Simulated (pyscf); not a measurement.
O=Sn(OH)–SH, singlet

Gas-phase minimum from PySCF at ωB97X-D3(BJ)/def2-SVP, one conformer. O=Sn(OH)–SH lies 29.7 kcal/mol over its isomer HO–Sn(OH)=S, and others may lie lower still (electronic energy, ωB97M-D3(BJ)). 

SMILES: [O]=[Sn]([OH])[SH]
```xyz
6

O      0.6765     0.5448     1.2207
Sn    -0.7287    -0.0229     0.1862
O     -1.3245    -1.8712    -0.1053
S     -2.2986     1.1421    -1.1345
H     -0.7766    -2.5088     0.3725
H     -1.7509     2.3341    -0.8191
```

Bond lengths (Å): O1–Sn2 1.835, Sn2–O3 1.964, Sn2–S4 2.359, O3–H5 0.967, S4–H6 1.349. Angles (°): O1–Sn2–O3 127.4, O1–Sn2–S4 132.3, O3–Sn2–S4 100.4, Sn2–O3–H5 112.0, Sn2–S4–H6 92.0.

Properties at ωB97X-D3(BJ)/def2-SVP:

```
Property                                                                                                                                                                          Result
---------------------------------------------------------------------------------------------------------------------  -----------------------------------------------------------------
Harmonic wavenumbers, unscaled                                                                                         123, 150, 165, 251, 345, 394, 656, 746, 847, 869, 2752, 3877 cm⁻¹
Zero-point energy                                                                                                                                                          16.0 kcal/mol
Rotational symmetry number                                                                                                                                                             1
Entropy of this conformer at 298 K and 1 atm, rigid rotor and harmonic oscillator, modes under 100 cm⁻¹ raised to 100                                                    341.6 J/(mol K)
Dipole moment                                                                                                                                                                     1.64 D
```

Single-point totals, which compare only within one level (frozen core for MP2 and CC):

```tsv
level	total energy (hartree)
ωB97X-D3(BJ)/def2-TZVP	-764.33470
PBE/def2-TZVP	-763.91349
r²SCAN/def2-TZVP	-764.21537
B3LYP-D3(BJ)/def2-TZVP	-764.32836
PBE0-D3(BJ)/def2-TZVP	-763.93802
M06-2X/def2-TZVP	-764.08557
ωB97M-D3(BJ)/def2-TZVP	-764.34138
HF/def2-TZVPP	-761.83469
MP2/def2-TZVPP	-762.82463
CCSD/def2-TZVPP	-762.82041
CCSD(T)/def2-TZVPP	-762.86487
```

Soft torsions are taken as harmonic, which can shift the entropy by several J/(mol K). The CCSD(T) − MP2 part came from Ansatz, without density fitting, on the same reference. The frozen core leaves the outer d or s,p core shells of the metals and heavy elements correlated in the MP2 and CC values, and def2-TZVPP describes them poorly, so these totals are far from the basis limit. Elements past Kr carry the def2 core potentials, without spin-orbit coupling.
